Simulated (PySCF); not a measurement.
Electronic structure of Mg+ (magnesium, charge +1) at the UHF level

Configuration: [Ne] 3d1, 2D determinant (an excited configuration). All numbers are calculated (PySCF 2.14, the non-relativistic Hamiltonian (point nucleus), in aug-cc-pVTZ with one added diffuse shell each of s, p, d, f type (7s6p4d3f, 66 functions)).

| Item | Value |
| --- | --- |
| Total energy | -199.052865 hartree |
| One-electron energy | -273.5495 hartree |
| Hartree (Coulomb) energy | 90.2650 hartree |
| Exchange energy | -15.7683 hartree |
| Kinetic energy | 198.99250 hartree |
| ⟨S²⟩ | 0.7500 |
| ⟨L²⟩ | 6.000 |
| Sum of ⟨r⟩ | 10.95 bohr |
| Sum of ⟨r²⟩ | 35.88 bohr² |
| Traceless quadrupole moment −½Σ⟨3z² − r²⟩ along its main axis | 8.90 e·bohr² |
| Density at the nucleus (Gaussians lack the cusp) | 1070 bohr⁻³ |
| Spin density at the nucleus | -0.00537 bohr⁻³ |
| Langevin diamagnetic susceptibility | -28.4 ×10⁻⁶ cm³/mol |

| shell | electrons | mean orbital energy (eV) | spread (eV) | rms radius, mean of both spins (bohr) |
| --- | --- | --- | --- | --- |
| 1s β | 1 | -1348.4 | 0 | 0.152 |
| 1s α | 1 | -1348.4 | 0 | 0.152 |
| 2s β | 1 | -115.96 | 0 | 0.756 |
| 2s α | 1 | -115.96 | 0 | 0.756 |
| 2p α | 3 | -75.765 | 0.042 | 0.768 |
| 2p β | 3 | -75.764 | 0.047 | 0.768 |
| 3d α | 1 | -6.079 | 0 | 5.58 |

The outer electron is Rydberg-like, and this basis confines it to a smaller radius and binds it less than a complete one would.

Spin-orbit constants ζ (cm⁻¹) from the X2C one-electron operator on these orbitals (non-relativistic here): bare nucleus, nucleus screened by l(l+1)(2l+1)/3 electrons, and screened by the Breit-Pauli mean field of the electrons.

| shell | bare | screened nucleus | mean field |
| --- | --- | --- | --- |
| 2p | 1739 | 1450 | 1318 |
| 3d | 1.416 | 0.2359 | 0.1801 |

To first order the Landé constant is A = 0.1801 cm⁻¹, so the lowest level has J = 3/2 and lies 3.35e-05 eV below the centre of the term.
